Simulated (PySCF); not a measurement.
Cl4Se, SMILES Cl[Se+](Cl)(Cl)Cl, charge +1, multiplicity 2.

The structure is a stationary point at PBE-D3(BJ)/def2-SVP.

Method: PBE-D3(BJ)/def2-SVP run with PySCF.

Frequencies are harmonic and unscaled.

Modes within 1.5 cm⁻¹ of each other (mostly degenerate sets) share a row, with their intensities summed.

```csv
mode,ν (cm⁻¹),IR (km/mol),moving atoms (share of kinetic energy)
1–3,61,1.4,"Cl 84 %, Se 16 %"
4–5,88,0.0,Cl 100 %
6,331,0.0,Cl 100 %
7–9,347,187.3,"Cl 52 %, Se 48 %"
```
